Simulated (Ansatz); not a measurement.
Species: sum formula H4BSiO2 (charge 0, doublet). It need not be the lowest isomer of its formula. 
Geometry from a B3LYP-D3(BJ)/def2-TZVP (Ansatz, a quantum-chemistry and plane-wave program) optimisation:
```xyz
8

O      0.8130     0.7205    -1.0439
B      0.7637    -0.0393    -0.0196
O      1.5072    -0.7477     0.8607
Si    -1.3795     0.0630     0.0461
H      2.4575    -0.6911     0.6948
H     -1.7753     1.4701     0.2414
H     -1.8359    -0.7624     1.1969
H     -1.9132    -0.4843    -1.2150
```
Charge 0, spin multiplicity 2.

Atomisation energy built up term by term with Ansatz (kcal/mol; UHF references for open shells; valence terms freeze the core; atomic spin-orbit terms are left out). CBS marks a two-point X^-3 extrapolation of the correlation energy; Hartree-Fock from the larger set.

```csv
term,basis,kcal/mol
Hartree-Fock,aug-cc-pV(Q+d)Z,491.19
CCSD correlation,"CBS(aug-cc-pV(T+d)Z,aug-cc-pV(Q+d)Z)",177.63
(T),"CBS(aug-cc-pV(T+d)Z,aug-cc-pV(Q+d)Z)",12.73
core correlation,cc-pwCVTZ,1.85
scalar relativity (X2C),cc-pVTZ-DK against cc-pVTZ,-1.15
sum: De,,682.2
```

(T) makes 1.9 % of the CCSD(T) atomisation energy; under 5 % is typical of single-reference molecules.
